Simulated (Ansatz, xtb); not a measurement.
Isomers of C2H8O2Si2 in order of energy

3 gas-phase structures of C2H8O2Si2, from a drawn sample of its isomers (lower ones may exist). Each was relaxed with GFN2-xTB; where two conformers were screened, the lower at r2SCAN-D4/def2-SVP is listed:

A. `C[Si@@H]1CO[SiH2]O1`, a singlet
B. `O[Si@@H]1CC[SiH2]O1`, a singlet
C. `C=CO[SiH2]O[SiH3]`, a singlet

Estimate their order in r2SCAN-D4/def2-SVP energy at these geometries, lowest first.

Calculated order at r2SCAN-D4/def2-SVP: B (0.0), A (13.7), C (40.3) kcal/mol.

Energies above the lowest of each column, in kcal/mol; the last columns are at B3LYP-D3(BJ)/def2-SVP geometries:

```json
{"structure": "B", "GFN2-xTB": "0.0", "HF/STO-3G": "1.9", "r2SCAN-D4/def2-SVP": "0.0", "B3LYP-D3(BJ)/def2-SVP": "0.0", "CCSD(T)/def2-SVP + ΔMP2/def2-TZVPP": "0.0"}
{"structure": "A", "GFN2-xTB": "1.0", "HF/STO-3G": "0.0", "r2SCAN-D4/def2-SVP": "13.7", "B3LYP-D3(BJ)/def2-SVP": "12.1", "CCSD(T)/def2-SVP + ΔMP2/def2-TZVPP": "14.8"}
{"structure": "C", "GFN2-xTB": "2.8", "HF/STO-3G": "59.8", "r2SCAN-D4/def2-SVP": "40.3", "B3LYP-D3(BJ)/def2-SVP": "33.6", "CCSD(T)/def2-SVP + ΔMP2/def2-TZVPP": "39.3"}
```

CCSD(T)/def2-SVP + ΔMP2/def2-TZVPP puts B lowest; HF/STO-3G picks A. Flexible structures stand in one conformer each, not always the lowest. The ΔMP2 step shifts differences by up to 5.0 kcal/mol, which makes them less sure. ΔMP2 is the change of the MP2 energy from the smaller to the larger basis.

Programs: Ansatz 0.2.0, xtb 6.7.1.
